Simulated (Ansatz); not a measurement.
Geometry optimisation, RKS B3LYP/def2-SVP (Ansatz).

The input (input.yaml):

```yaml
crystal:
  periodic: [false, false, false]
  atoms:
    - { symbol: Al, position_ang: [0.012025, -0.184296, 0.179907] }
    - { symbol: "N", position_ang: [0.003117, -0.128495, 2.042253] }
    - { symbol: H, position_ang: [-0.789437, -0.486902, 2.569867] }
    - { symbol: H, position_ang: [0.867355, -0.262435, 2.562288] }
    - { symbol: F, position_ang: [1.454046, -0.086307, -0.623072] }
    - { symbol: F, position_ang: [-1.404277, -0.410926, -0.643006] }
    - { symbol: Cl, position_ang: [-0.369278, 3.114783, 1.009477] }
    - { symbol: H, position_ang: [-0.260049, 2.104077, 1.886285] }
basis:
  gaussian: { orbitals: def2-SVP }
hamiltonian:
  xc: b3lyp
relax:
  f_tol: 0.03
  max_steps: 50
output:
  orbitals: {}
```

Command:

```bash
$ ansatz run input.yaml --threads 2 --pin off --max-ram 3072MiB --backend cpu --events-out ev --progress --plain --runs-dir out
```

**Question.** Where does it end, and by what steps?

**Answer.** The run converged. After 14 steps the energy has fallen by 2.293 eV; H8 moved furthest, 1.31 Å. Parted: Cl7–H8 (1.34 → 3.08 Å). Joined: Al1–Cl7 (3.42 → 2.12 Å), N2–H8 (2.25 → 1.02 Å).

```tsv
step	energy less start (eV)	largest force component (eV/Å)	accepted
0	0.0000	1.706	yes
1	-0.1739	0.539	yes
2	-0.2554	0.506	yes
3	-0.3530	0.959	yes
4	-0.4249	1.304	yes
5	-0.7952	2.011	yes
6	-1.4393	1.725	yes
7	-1.7809	4.450	yes
8	-2.1017	2.052	yes
9	-2.2127	1.086	yes
10	-2.2377	0.877	yes
11	-2.2847	0.077	yes
12	-2.2916	0.117	yes
13	-2.2925	0.060	yes
14	-2.2928	0.015	yes
```

```xyz
8
Properties=species:S:1:pos:R:3
Al -0.078 0.621 0.119
N -0.033 0.207 2.092
H -0.793 -0.435 2.337
H 0.854 -0.241 2.340
F 1.424 0.030 -0.321
F -1.400 -0.303 -0.326
Cl -0.327 2.727 0.085
H -0.134 1.053 2.659
```

Time of the run: 21 s on 2 threads of Intel(R) Xeon(R) 6975P-C (Granite Rapids) (shared host), peak memory 0.21 GiB.
